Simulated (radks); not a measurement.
The silver ion Ag44+, 3 electrons, occupied as [He] 2s1. All-electron calculation, scalar-relativistic Kohn-Sham, PBEsol, spin-polarised, spherical densities, finite nucleus; open shells are filled with parallel spins first (spin-orbit coupling, left out, can overturn this in heavy ions); Fermi nuclear charge, rms radius 4.5454 fm. Program: a radial shooting solver on a logarithmic mesh with Libxc functionals. Some entries of the table are withheld. Estimate them.

orbital  occ.  eigenvalue (eV)  <r^2> (bohr^2)
1s up       1              (1)        0.001292
1s down     1              (2)        0.001292
2s up       1              (3)         0.01859

Answer. 
(1) 1s up eigenvalue (eV): -29577.28
(2) 1s down eigenvalue (eV): -29563.36
(3) 2s up eigenvalue (eV): -7203.953
